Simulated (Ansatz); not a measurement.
Reaction (formal exchange of groups at the Si–O bond): `CO[SiH2]N[SiH2]Cl` + `COC(=O)O` → `O[SiH2]N[SiH2]Cl` + dimethyl carbonate

Computed with Ansatz on PBE0-D4/def2-TZVP structures; ΔE is electronic, products minus reactants. CCSD(T)/CBS is the MP2 limit (def2-TZVPP, def2-QZVPP) plus CCSD(T) − MP2 in def2-TZVPP, frozen cores. Functionals use def2-TZVPP. B3LYP here is the variant with VWN-RPA as its local correlation; programs differ in this. One conformer a species, not always the lowest.

Problem. Is it downhill or uphill in electronic energy at CCSD(T)/CBS, and by how much? (An estimate is asked.)

Solution. The calculation gave: Downhill: ΔE = -2.7 kcal/mol.

Problem. What do these levels give: PBE-D4, r2SCAN-D4, B3LYP-D4, ωB97X-V, PBE, B3LYP, HF/def2-TZVPP, MP2/def2-TZVPP, SCS-MP2/def2-TZVPP, HF/def2-QZVPP, MP2/def2-QZVPP, HF/CBS(def2)? (An estimate is asked.)

Solution. Ansatz gave: PBE-D4 -1.7, r2SCAN-D4 -2.3, B3LYP-D4 -1.5, ωB97X-V -2.0, PBE -2.4, B3LYP -2.7, HF/def2-TZVPP -2.4, MP2/def2-TZVPP -2.7, SCS-MP2/def2-TZVPP -2.6, HF/def2-QZVPP -2.5, MP2/def2-QZVPP -2.7, HF/CBS(def2) -2.5 kcal/mol.

Largest T1 diagnostic among the species: 0.014.

The D4 term adds +1.2 kcal/mol with B3LYP and +0.7 kcal/mol with PBE0; it sums over pairs of atoms, weighted by their polarisabilities, and B3LYP, whose exchange is more repulsive, gets the larger term.
